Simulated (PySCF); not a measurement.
Peak assignment

Geometry:
| atom | x (Å) | y (Å) | z (Å) |
| --- | --- | --- | --- |
| C1 | -2.602 | 2.046 | -0.914 |
| C2 | -2.064 | 1.096 | -0.411 |
| C3 | -1.493 | -0.041 | 0.201 |
| C4 | -2.461 | -0.934 | 0.913 |
| C5 | -0.168 | -0.297 | 0.145 |
| C6 | 0.774 | 0.542 | -0.530 |
| C7 | 2.105 | 0.342 | -0.623 |
| C8 | 2.850 | -0.761 | -0.060 |
| N9 | 4.098 | -0.957 | -0.144 |
| H10 | -3.052 | 2.882 | -1.360 |
| H11 | -1.950 | -1.786 | 1.355 |
| H12 | -2.975 | -0.379 | 1.698 |
| H13 | -3.219 | -1.295 | 0.218 |
| H14 | 0.199 | -1.186 | 0.637 |
| H15 | 0.351 | 1.420 | -1.005 |
| H16 | 2.698 | 1.067 | -1.171 |
| H17 | 2.302 | -1.514 | 0.498 |
| H18 | 4.599 | -0.240 | -0.672 |

- geometry from GFN2-xTB
- GIAO PBE0/pcSseg-1 shieldings
- run in PySCF 2.14
- non-relativistic, in vacuum, one averaged value for each set of equivalent atoms, one conformer

Referencing at the same level of theory: TMS for $^{13}$C, $^{1}$H.

**Question.** Assign these signals to the numbered atoms. $^{13}$C{$^{1}$H} NMR (computed): δ 167.9, 141.3, 140.1, 134.1, 133.0, 99.2, 86.1, 27.8.

**Answer.** 
| δ (ppm) | atoms | environment | reason |
| --- | --- | --- | --- |
| 167.9 | C8 | carbon bonded to C, N, H | – |
| 141.3 | C6 | carbon bonded to 2 C, H | – |
| 140.1 | C5 | carbon bonded to 2 C, H | – |
| 134.1 | C7 | carbon bonded to 2 C, H | – |
| 133.0 | C3 | carbon bonded to 3 C | – |
| 99.2 | C1 | carbon bonded to C, H | – |
| 86.1 | C2 | carbon bonded to 2 C | – |
| 27.8 | C4 | carbon bonded to C, 3 H | – |

C6 and C5; C7 and C3 lie closer than the usual error of such a calculation, so a measured spectrum could show them in the other order.

**Question.** Assign these signals to the numbered atoms. $^{1}$H NMR (300 MHz, computed): δ 10.92 (br s, 1H), 8.79 (d, 1H), 7.42 (d, 1H), 7.21 (m, 1H), 5.62 (m, 1H), 3.37 (s, 1H), 2.19 (s, 3H).

**Answer.** 
10.92 → H18, hydrogen on a nitrogen bonded to C
8.79 → H17, hydrogen on a carbon bonded to C, N
7.42 → H14, hydrogen on a carbon bonded to 2 C
7.21 → H15, hydrogen on a carbon bonded to 2 C
5.62 → H16, hydrogen on a carbon bonded to 2 C
3.37 → H10, hydrogen on a carbon bonded to C
2.19 → H11/H12/H13, hydrogen on a carbon bonded to C

Exchangeable OH/NH protons stand at their gas-phase positions; hydrogen bonding in a real sample shifts them, mostly to higher δ. Shifts are as computed. Against solution values, carbons near 30 ppm lie about +3 ppm off and those near 130 ppm about +5 ppm (rms about the fit 2.1 ppm; single classes can miss by 10 ppm). Of 1328 compounds with measured shifts, 309 miss one by over three times the rms of a fit or turn the order of signals round; such compounds aren't used in these exercises. Signals without a measured value on file couldn't be tested in this way; 1H shifts scatter by 0.2 ppm about their fit, and single ones miss by 0.5 ppm. Multiplicities follow the n + 1 count of equivalent neighbours, as no J values were calculated; m marks all less simple cases, F and P coupling included.
